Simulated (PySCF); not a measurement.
C2H5NOSi, SMILES O=C=N[SiH2]C.

Geometry: PBE0-D3(BJ)/def2-SVP. One conformer was computed; it need not be the lowest.

Method: PBE/def2-TZVP run with PySCF.

Symmetry labels are those of the subgroup Cs that the program uses (full group Cs).

Computed valence orbital energies around the gap with their symmetry:
```
orbital  symmetry  energy (eV)
-------  --------  -----------
HOMO−7         A"       -11.29
HOMO−6         A'       -11.11
HOMO−5         A"       -10.35
HOMO−4         A'       -10.03
HOMO−3         A"        -8.65
HOMO−2         A'        -8.57
HOMO−1         A"        -7.11
HOMO           A'        -7.11
LUMO           A'        -0.45
LUMO+1         A'        -0.20
LUMO+2         A"        -0.12
LUMO+3         A'         0.59
```
